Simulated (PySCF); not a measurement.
A run for PySCF: R-HF/STO-3G on GaH4N (SMILES [NH2][GaH2]), a point of a bond scan (R = 2.342 Å).

```python
from pyscf import gto, scf, dft, mp
from pyscf.data.elements import chemcore

mol = gto.M(
    atom='''
    Ga    0.00714879   -0.17519761   -0.34209661
    H    -1.94099194   -0.02777816   -1.63434570
    H     1.33185945   -0.90944633   -0.72241143
    N    -0.02676587    0.65595973    1.28084855
    H    -0.82046562    1.16143064    1.63887754
    H     0.74596657    0.66434142    1.92618506
    ''',
    basis='sto-3g',
    charge=0, spin=0, verbose=3, max_memory=1800)
mf = scf.RHF(mol)
mf.conv_tol = 1e-8
mf.max_cycle = 100
mf.kernel()
if not mf.converged:
    mf = mf.newton().run(mf.mo_coeff, mf.mo_occ)
```

What total energy does the run end on?

-1956.8108 hartree.
